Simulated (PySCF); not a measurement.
## Computed data sheet: `FC(F)(COC(C)(CF)C)F`

C6H10F4O.
Geometry (GFN2-xTB, Å), atoms numbered from 1 in this order:
```xyz
21
C6H10F4O angstrom
C     -1.0251    1.0989   -0.7564
C     -0.7472   -0.1658    0.0534
C     -0.5245    0.1613    1.5321
C     -1.9407   -1.1318   -0.0778
F     -3.0896   -0.5544    0.3917
O      0.3279   -0.9670   -0.4808
C      1.4759   -0.3654   -0.9849
C      2.4653    0.1455    0.0764
F      2.5220   -0.6289    1.1591
F      3.7063    0.1997   -0.4361
F      2.1900    1.3919    0.4965
H     -0.2559    1.8504   -0.5960
H     -1.9748    1.5126   -0.4287
H     -1.0969    0.8683   -1.8179
H     -0.1475   -0.7170    2.0508
H     -1.4705    0.4569    1.9778
H      0.1802    0.9768    1.6594
H     -1.7624   -2.0365    0.5083
H     -2.1100   -1.3918   -1.1261
H      1.9976   -1.1563   -1.5344
H      1.2709    0.4696   -1.6668
```

Among its groups: ether, CF3 group and C–F bond.

GFN2-xTB geometry:

```
Point group of the GFN2-xTB geometry                  : C1
Rotational constants A, B, C of the GFN2-xTB geometry : 2.416, 0.560, 0.558 GHz
```

PBE0/pcSseg-1 ground state and GIAO shieldings, non-relativistic (PySCF):

```
Dipole moment                                               : 1.67 D
HOMO energy                                                 : -8.19 eV
LUMO energy                                                 : 1.38 eV
HOMO–LUMO gap                                               : 9.57 eV
Lowest Hirshfeld atomic charge                              : -0.14 e on C3
Highest Hirshfeld atomic charge                             : +0.26 e on C8
13C chemical shifts (computed TMS as zero) by class         : 133.9 (C8), 91.1 (C4), 80.4 (C2), 67.9 (C7), 23.0 (C1/C3) ppm
1H chemical shifts (computed TMS as zero) by class          : 4.33 (H18/H19), 4.16 (H20/H21), 1.43 (H12/H13/H14/H15/H16/H17) ppm
Isotropic shieldings of nuclei other than C and H, by class : 271 (O6), 257 (F9/F10/F11), 426 (F5) ppm
Mayer bond orders between heavy atoms                       : C1–C2 1.01, C2–C3 1.01, C2–C4 0.99, C4–F5 0.89, C2–O6 0.84, O6–C7 0.98, C7–C8 0.98, C8–F9 1.00, C8–F10 0.99, C8–F11 0.97
```

Monoisotopic mass from the formula: 174.0668 u.

The dipole matches unit charges of opposite sign 0.35 Å apart (1 e·Å = 4.8032 D). The rotational constants make it an asymmetric top with κ = (2B − A − C)/(A − C) = -1.00, nearer the prolate limit (−1). With B = h/(8π²I), that is 505.379 GHz u Å² over I, the principal moments of inertia are 209.2, 902.5 and 906.5 u Å² (most abundant isotopes).

The structure is a single GFN2-xTB conformer in the gas phase; no vibrational or solvent corrections. NMR classes are plain means over equivalent atoms (diastereotopic ones count apart unless rotation or inversion swaps them), as if these changed places fast; in this geometry the members of some classes differ.
